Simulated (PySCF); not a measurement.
**C4H7NPSi2: g tensor and hyperfine couplings**

Compound: C4H7NPSi2 (doublet state).
Atom-mapped SMILES: `[CH:1]#[C:2][CH2:3][Si:4]([C:5]#[N:6])[SiH2:7][PH2:8]` (hydrogens: H9 on C1; H10, H11 on C3; H12, H13 on Si7; H14, H15 on P8)

Cartesian coordinates in Å at the GFN2-xTB level; atoms count from 1:
```xyz
15
C4H7NPSi2 angstrom
C     -2.2110    1.6885    1.0548
C     -1.9690    1.3631   -0.0723
C     -1.6252    0.9394   -1.4056
Si    -0.2035   -0.3614   -1.2912
C     -1.0480   -1.9026   -0.6886
N     -1.5131   -2.9100   -0.3825
Si     1.7461    0.2095   -0.2128
P      2.9090   -1.7014   -0.1935
H     -2.4620    1.9940    2.0260
H     -2.5080    0.5172   -1.8886
H     -1.3049    1.8061   -1.9870
H      1.7355    0.8571    1.1110
H      2.4927    1.1148   -1.1024
H      3.8293   -1.2844    0.7447
H      2.1277   -2.3219    0.7605
```

The hyperfine couplings belong to this conformer and change with its torsions.

Method used: UKS B3LYP, pcH-1 on C H N P Si, non-relativistic, mean-field spin-orbit, GIAO (PySCF). Geometry: GFN2-xTB, one conformer, isolated molecule. The geometry wasn't refined by DFT: couplings that depend on bond lengths, twists or pyramidal angles can differ widely from those at the functional's own minimum, by a factor of two or more for some ions and for spin on atoms past the first row. Stability of the SCF solution: not tested.

| Property | Result |
| --- | --- |
| g1, g2, g3 | 2.00182, 2.00254, 2.00466 |
| g_iso | 2.00300 |
| Form of g | rhombic: the two nearest values differ by 25 % of g3 − g1 |
| ⟨S²⟩ | 0.7541 (exact 0.7500) |
| α and β electrons | 41, 40 |
| HOMO–LUMO gap, α and β orbitals | 4.99, 3.76 eV |

Isotropic coupling and dipolar principal values T1 to T3, in 10⁻⁴ cm⁻¹; ρ(0) is the spin density at the nucleus (1 × 10⁻⁴ cm⁻¹ = 2.998 MHz):

| atom | isotope | a_iso | of which spin–orbit | T1 | T2 | T3 | Mulliken spin population | ρ(0) (bohr⁻³) |
| --- | --- | --- | --- | --- | --- | --- | --- | --- |
| C1 | 13C | 1.9 | 0.0 | -1.7 | -1.7 | 3.4 | 0.07 | 0.0052 |
| C2 | 13C | 10.2 | 0.0 | -1.3 | -0.5 | 1.7 | -0.02 | 0.0271 |
| C3 | 13C | 5.1 | 0.0 | -0.9 | -0.9 | 1.8 | -0.01 | 0.0135 |
| Si4 | 29Si | -133.4 | 0.4 | -55.5 | 27.5 | 28.0 | 0.88 | 0.4512 |
| C5 | 13C | 1.6 | 0.0 | -2.5 | -0.3 | 2.8 | -0.08 | 0.0043 |
| N6 | 14N | 0.9 | 0.0 | -1.9 | -1.5 | 3.4 | 0.12 | 0.0088 |
| Si7 | 29Si | -15.9 | 0.0 | -3.5 | 1.2 | 2.3 | 0.01 | 0.0538 |
| P8 | 31P | 4.1 | 0.0 | -0.8 | 0.1 | 0.8 | 0.00 | 0.0068 |
| H9 | 1H | -1.6 | 0.0 | -1.0 | -0.2 | 1.2 | 0.00 | -0.0011 |
| H10 | 1H | -0.3 | 0.0 | -1.1 | -0.7 | 1.8 | 0.00 | -0.0002 |
| H11 | 1H | 0.0 | 0.0 | -1.2 | -0.7 | 1.9 | 0.00 | 0.0000 |
| H12 | 1H | 20.4 | 0.0 | -0.7 | -0.1 | 0.8 | 0.03 | 0.0137 |
| H13 | 1H | -0.7 | 0.0 | -0.9 | -0.4 | 1.3 | 0.00 | -0.0004 |
| H14 | 1H | -0.5 | 0.0 | -0.3 | -0.1 | 0.4 | 0.00 | -0.0003 |
| H15 | 1H | 0.6 | 0.0 | -0.4 | -0.3 | 0.7 | 0.00 | 0.0004 |

The Mulliken spin populations are largest on Si4 (+0.88), N6 (+0.12), C5 (-0.08) and C1 (+0.07). Si4 is the only atom above +0.15. The angles at Si4 add up to 339.1°, so it is pyramidal.

Under fast tumbling the dipolar parts average out, and these isotropic splittings remain: 2 × 1H (H12/H13, I = 1/2, 3 lines) with 1.05 mT, 1 × 31P (P8, I = 1/2, 2 lines) with 0.44 mT, 1 × 1H (H9, I = 1/2, 2 lines) with 0.17 mT and 1 × 14N (N6, I = 1, 3 lines) with 0.10 mT.

Class means assume fast exchange of nuclei equivalent by connectivity; if that motion is slow, each nucleus keeps its own coupling. The 1H value of +29.6 MHz is a mean of couplings from -2.0 to 61.1 MHz in this one geometry, not an average over conformers.

The 13C coupling of C2 (30.5 MHz) shows only in satellite lines or after enrichment, since that isotope makes up about 1.07 % of natural carbon.

The 29Si coupling of Si4 (-399.9 MHz) shows only in satellite lines or after enrichment, since that isotope makes up about 4.7 % of natural silicon.
